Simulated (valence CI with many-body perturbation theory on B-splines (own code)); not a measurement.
# Rb31+: calculated level list

Computed by relativistic CI+MBPT: four valence electrons over a frozen Dirac-Fock core [He], a basis of 11 s, 11 p, 9 d, 7 f, 5 g, 2 h, 1 i functions for each j, with the one-electron correlation potential Σ1, the two-electron term Σ2, the three-electron term Σ3, Breit, model QED; selected CI, second order for the rest (own B-spline code, finite nucleus).

The last digits are not significant, and no measured levels were compared; by estimate large intervals hold to a few tenths of a per cent, small ones and those within an open d or f shell to about a per cent. Among the levels kept, up to 280 cm⁻¹ of a level comes from second order outside the variational space, and about a tenth of that is noise between levels of different J, which matters for small intervals.

Levels 91 to 115 of 115, with energies above the lowest level, (2s^2 2p1/2^2) J=0. "Leading %" is the weight of the configuration and term that name the level; weights of strongly mixed levels are sums over their largest components and can fall short. In the jj column 3d3/2^4 stands for four electrons in 3d with j = 3/2. Lifetimes count E1, E2, E3, M1 and M2 decay at the calculated energies, and are blank where another channel may lead or the interval is too uncertain; long ones can be off by a factor of two.

| No. | Configuration | Term | J | E (eV) | Leading % | g | Lifetime | Leading jj |
| --- | --- | --- | --- | --- | --- | --- | --- | --- |
| 91 | 2s2p²3p | ³F° | 3 | 2393.6 | 58 | 1.126 | 96.9 fs | 2s 2p1/2 2p3/2 3p3/2 (90 %) |
| 92 | 2s2p²3d | ⁵F | 5 | 2393.6 | 71 | 1.336 | 338 ps | 2s 2p1/2 2p3/2 3d5/2 (86 %) |
| 93 | 2s2p²3p | ³D° | 2 | 2395.3 | 32 | 1.134 | 83.5 fs | 2s 2p1/2 2p3/2 3p3/2 (89 %) |
| 94 | 2s2p²3d | ³P | 1 | 2395.9 | 40 | 1.099 | 18.1 fs | 2s 2p1/2 2p3/2 3d5/2 (89 %) |
| 95 | 2s2p²3d | ⁵D | 3 | 2398.8 | 41 | 1.347 | 12.9 fs | 2s 2p1/2 2p3/2 3d3/2 (48 %) |
| 96 | 2s2p²3d | ⁵P | 2 | 2399.3 | 48 | 1.586 | 9.77 fs | 2s 2p1/2 2p3/2 3d3/2 (76 %) |
| 97 | 2s2p²3d | ⁵P | 1 | 2401.0 | 64 | 2.173 | 8.34 fs | 2s 2p1/2 2p3/2 3d3/2 (80 %) |
| 98 | 2s2p²3p | ³P° | 1 | 2401.4 | 46 | 1.237 | 105 fs | 2s 2p1/2 2p3/2 3p3/2 (91 %) |
| 99 | 2s2p²3p | ³P° | 0 | 2401.8 | 90 |  | 1.54 ps | 2s 2p1/2 2p3/2 3p3/2 (94 %) |
| 100 | 2s2p²3p | ³D° | 2 | 2403.8 | 50 | 1.219 | 93.5 fs | 2s 2p1/2 2p3/2 3p3/2 (78 %) |
| 101 | 2s2p²3p | ³P° | 1 | 2407.6 | 58 | 1.334 | 165 fs | 2s 2p1/2 2p3/2 3p3/2 (78 %) |
| 102 | 2s2p²3d | ³D | 2 | 2410.4 | 35 | 1.106 | 21.2 fs | 2s 2p1/2 2p3/2 3d5/2 (71 %) |
| 103 | 2s2p²3d | ³D | 3 | 2411.6 | 66 | 1.249 | 13.9 fs | 2s 2p1/2 2p3/2 3d5/2 (66 %) |
| 104 | 2s2p²3d | ³F | 4 | 2413.4 | 56 | 1.206 | 12.2 fs | 2s 2p1/2 2p3/2 3d5/2 (57 %) |
| 105 | 2s2p²3d | ³P | 0 | 2413.7 | 78 |  | 14.1 fs | 2s 2p1/2 2p3/2 3d5/2 (78 %) |
| 106 | 2s2p²3d | ³D | 1 | 2414.0 | 52 | 0.947 | 14.4 fs | 2s 2p1/2 2p3/2 3d5/2 (73 %) |
| 107 | 2s2p²3p | ³P° | 2 | 2415.1 | 33 | 1.409 | 137 fs | 2s 2p3/2^2 3p1/2 (81 %) |
| 108 | 2s2p²3p | ³D° | 3 | 2417.6 | 51 | 1.224 | 45.8 fs | 2s 2p3/2^2 3p1/2 (84 %) |
| 109 | 2s2p²3s | ³S | 1 | 2417.7 | 54 | 1.706 | 56.4 fs | 2s 2p3/2^2 3s (79 %) |
| 110 | 2s2p²3s | ³P | 2 | 2420.5 | 74 | 1.412 | 71.0 fs | 2s 2p3/2^2 3s (88 %) |
| 111 | 2s2p²3s | ¹P | 1 | 2422.1 | 61 | 1.068 | 47.8 fs | 2s 2p3/2^2 3s (87 %) |
| 112 | 2s2p²3p | ³D° | 3 | 2425.6 | 59 | 1.321 | 98.1 fs | 2s 2p3/2^2 3p3/2 (85 %) |
| 113 | 2s2p²3p | ³F° | 4 | 2426.1 | 69 | 1.319 | 18.7 ps | 2s 2p3/2^2 3p3/2 (86 %) |
| 114 | 2s2p²3d | ³G | 3 | 2427.6 | 65 | 0.853 | 246 fs | 2s 2p1/2 2p3/2 3d3/2 (95 %) |
| 115 | 2s2p²3s | ¹S | 0 | 2428.0 | 71 |  | 116 fs | 2s 2p3/2^2 3s (92 %) |
